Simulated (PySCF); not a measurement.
C₅H₆FNOSe.
Cartesian coordinates in Å at the PBE0-D3(BJ)/def2-SVP level; atoms count from 1:
```
atom  x, y, z in Å
N1     0.710   -0.728    2.880
C2     0.787   -0.149    1.882
C3     0.926    0.603    0.599
F4     2.046    1.365    0.695
C5    -0.258    1.526    0.358
Se6   -1.908    0.523    0.109
C7    -1.113   -0.666   -1.219
C8     0.191   -1.250   -0.719
O9     1.163   -0.257   -0.454
H10   -0.401    2.195    1.217
H11   -0.027    2.124   -0.536
H12   -1.848   -1.466   -1.397
H13   -0.964   -0.112   -2.158
H14    0.643   -1.892   -1.489
H15    0.018   -1.865    0.183
```

Computed with PySCF at CAM-B3LYP/def2-SVPD, non-relativistic, on one gas-phase PBE0-D3(BJ)/def2-SVP geometry that isn't relaxed in the solvent. The solvent is an IEF-PCM continuum (Bondi radii, 1.10 Å for H, scaled by 1.2), and excitations are vertical TDDFT with non-equilibrium linear response and a frozen core. The model holds no explicit solvent molecules, cavitation or dispersion. Spin–orbit coupling is left out although an atom past zinc is present.

```tsv
run	E − E(gas) (kJ/mol)	HOMO (eV)	HOMO–LUMO gap (eV)	dipole (D)	lowest singlet (eV)	static polarisability (au)
gas	0.00	-8.20	8.48	3.97	4.72	89.2
P	-25.33	-7.99	8.50	4.77	4.77	112.2
Q	-15.99	-8.06	8.50	4.47	4.74	102.7
```

Task: The runs were made in benzene and chloroform. Which run belongs to which solvent?

Result: P = chloroform, Q = benzene. The dielectric constants are 2.271 (benzene), 4.711 (chloroform), and the energy falls further as ε rises. The optical constants n² used for the excitations are 2.25, 2.09 in the same order. In this model the ground state sees the solvent through ε alone.

Task: How constant is the ratio of the lowering to (ε − 1)/(2ε + 1)?

Result: 
```tsv
solvent	(ε − 1)/(2ε + 1)	E − E(gas) (kJ/mol)	ratio (kJ/mol)	polarisation term (kJ/mol)
benzene	0.229	-15.99	-69.7	-17.27
chloroform	0.356	-25.33	-71.1	-28.56
```

The ratio changes by +2.0 % in size from benzene to chloroform. The polarisation term is half the interaction of the solute with the induced surface charges.

Hardware: one thread of an Arm Neoverse V2, on a shared host. Cost: 62 s wall. This is the whole response run at CAM-B3LYP/def2-SVPD in chloroform, SCF included.
